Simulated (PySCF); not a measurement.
# C₆ coefficients of unlike pairs at CAM-B3LYP

Calculated with PySCF 2.14 from the dipole response of each species, C₆(A,B) = (3/π) ∫ α_A(iu) α_B(iu) du, in atomic units, from isotropic polarisabilities. For ions this is the dispersion term alone; charge-induced terms of lower order in 1/R come first.

```tsv
species	configuration	basis	relativity	α (bohr³)	C₆ (like pair)
Kr³⁺	[Ar] 3d10 4s2 4p3 (4S)	x2c-QZVPPall with one added diffuse shell each of s, p, d, f type (12s9p6d5f1g)	spin-free X2C	5.416	21.42
Cl³⁺	[Ne] 3s2 3p2 (3P)	aug-cc-pCVQZ-DK (10s9p7d5f3g)	spin-free X2C	4.323	11.71
Se³⁺	[Ar] 3d10 4s2 4p1 (2P)	def2-QZVPPD (12s8p5d4f1g)	none	6.746	23.90
```

Task: Estimate C₆ for Se³⁺ with Cl³⁺.

Result: The integral gives 16.67. The combination rule 2 C_A C_B / (C_A α_B/α_A + C_B α_A/α_B) gives 16.66 and the geometric mean 16.73.

No spin-orbit coupling is included.

The other pairs:

```
      pair     C₆
Se³⁺, Kr³⁺  22.40
Cl³⁺, Kr³⁺  15.78
```
